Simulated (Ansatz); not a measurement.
The cluster Na₅O₃, relaxed as a doublet with UKS r2SCAN-D4/def2-SVP in Ansatz, starting from the GFN1-xTB geometry. Force threshold 0.02 eV/Å.

The structure comes from a short search, and lower isomers may exist.

Start:

```xyz
8

Na   -0.373   -0.961   -1.285
Na    3.012   -1.359   -0.469
Na   -1.697    1.984   -0.762
Na   -2.610   -0.225    0.982
Na    0.459    0.617    1.052
O     1.521   -0.143   -0.770
O     1.164   -1.294    0.150
O    -1.474    1.381    1.101
```

| step | energy (eV) | largest force component (eV/Å) | SCF passes |
| --- | --- | --- | --- |
| 1 | -28203.0697 | 1.893 | 23 |
| 2 | -28203.4528 | 1.124 | 30 |
| 3 | -28203.6662 | 0.361 | 31 |
| 4 | -28203.8237 | 0.441 | 31 |
| 5 | -28204.0165 | 0.460 | 30 |
| 6 | -28204.1663 | 0.252 | 28 |
| 7 | -28204.2360 | 0.079 | 27 |
| 8 | -28204.2457 | 0.012 | 26 |
| 9 | -28204.2465 | 0.009 | 24 |

Force components are those of the run's own axes.

End:

Cartesian coordinates in Å:
```
Na -0.3456 -0.7251 -1.0415
Na 3.3101 -1.5534 -0.5159
Na -2.1554 2.4658 -0.5789
Na -3.0852 0.0461 1.3540
Na 0.5853 0.5799 1.0280
O 1.7716 -0.1462 -0.7036
O 1.3659 -1.3408 0.2322
O -1.4466 0.6737 0.2257
```

Bonds formed: Na1–O8 (atoms count from 1). The end is the same structure that another start reached.

The force fell under the threshold at step 8, but the optimiser went on. No frequencies were taken in this run, so the end may be a saddle point.

It took 53 s on 4 threads of Arm Neoverse V1 on a shared host.
